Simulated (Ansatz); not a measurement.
`CC(=N)C[SeH]` and `CC(=N)CF` differ in one atom or group.

Ansatz, PBE0-D4/def2-TZVP geometries, multiplicity 1. Each molecule was computed in one conformer, which needn't be the lowest.

Scalar relativity is left out up to krypton. Spin–orbit coupling is left out; it splits and shifts lone-pair levels of the heavy atoms by tenths of an eV.

```tsv
property	`CC(=N)C[SeH]`
size of the dipole moment (B3LYP/def2-TZVPP) / D	2.71
size of the dipole moment (ωB97M-V/def2-TZVPP) / D	2.74
LUMO energy (ωB97M-V/def2-TZVPP) / eV	1.51
LUMO energy (B3LYP/def2-TZVPP) / eV	-0.79
HOMO–LUMO gap (PBE/def2-TZVPP) / eV	3.96
HOMO–LUMO gap (B3LYP/def2-TZVPP) / eV	5.69
```

(1) Give the same properties after the change, and the shifts. (An estimate is asked.)

## Answers

(1) The calculation gave: 
```
                                          property  `CC(=N)CF`  shift
  size of the dipole moment (B3LYP/def2-TZVPP) / D        2.77   0.06
size of the dipole moment (ωB97M-V/def2-TZVPP) / D        2.77   0.03
             LUMO energy (ωB97M-V/def2-TZVPP) / eV        2.18   0.67
               LUMO energy (B3LYP/def2-TZVPP) / eV       -0.32   0.47
               HOMO–LUMO gap (PBE/def2-TZVPP) / eV        4.98   1.02
             HOMO–LUMO gap (B3LYP/def2-TZVPP) / eV        7.13   1.44
```

With PBE0 the HOMO falls by 0.98 eV and the LUMO rises by 0.50 eV, so the gap widens by about 1.48 eV. PBE moves the HOMO by -0.61 eV and ωB97M-V by -1.19 eV. The zero-point energy changes by -14.2 kJ/mol with -3 modes. Dipoles are sizes alone; their direction can turn.

B3LYP here is the variant with VWN-RPA as its local correlation; programs differ in this.
